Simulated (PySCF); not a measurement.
Spinor energies of Tc¹²⁺ (technetium, charge +12)

Start: [Ar] 3d10 4s2 4p1; 4p3/2 filled at m_j = +3/2. Calculated with PySCF 2.14 in an even-tempered Gaussian basis (18 s from 0.5 bohr⁻², ratio 2.8; 14 p from 0.65 bohr⁻², ratio 2.8; 9 d from 1.1 bohr⁻², ratio 2.8; 4 f from 3.8 bohr⁻², ratio 3): generalised Hartree-Fock with the X2C-1e Hamiltonian and a Gaussian nucleus; one run each with spin-orbit coupling (SO) screened by Boettger's factors, then bare. This is a chosen level, not necessarily the ground level.

```
spinor shell  electrons  ε, screened SO (eV)  ε, bare SO (eV)  weight of nominal j (bare SO)  rms radius, bare SO (bohr)
       1s1/2          2             -21412.0         -21411.9                          1.000                      0.0394
       2s1/2          2              -3344.3          -3344.2                          1.000                       0.162
       2p1/2          2              -3094.8          -3099.1                          1.000                       0.141
       2p3/2          4              -2975.1          -2973.2                          1.000                       0.145
       3s1/2          2              -811.08          -811.08                          1.000                       0.440
       3p1/2          2              -712.76          -713.50                          1.000                       0.437
       3p3/2          4              -692.01          -691.70                          1.000                       0.447
       3d3/2          4              -521.46          -522.20                          0.996                       0.426
       3d5/2          6              -517.53          -517.05                          0.997                       0.430
       4s1/2          2              -289.87          -289.88                          1.000                        1.01
       4p3/2          1              -257.45          -257.38                          1.000                        1.08
```

```json
{"quantity": "E (hartree)", "screened SO": "-4236.20120", "bare SO": "-4236.25749"}
{"quantity": "M_J", "screened SO": "3/2", "bare SO": "3/2"}
{"quantity": "⟨J²⟩", "screened SO": "3.754", "bare SO": "3.754"}
{"quantity": "⟨L²⟩", "screened SO": "2.009", "bare SO": "2.010"}
{"quantity": "⟨S²⟩", "screened SO": "0.757", "bare SO": "0.758"}
```

Each row is a mean over spinors that exchange with the open shell spreads, by up to 5.751 eV (4s1/2).

Breit and QED terms are absent; they matter most for the inner s and p1/2 levels.

Densities and radii are taken from the X2C orbitals without a picture-change correction, which distorts them close to the nucleus.
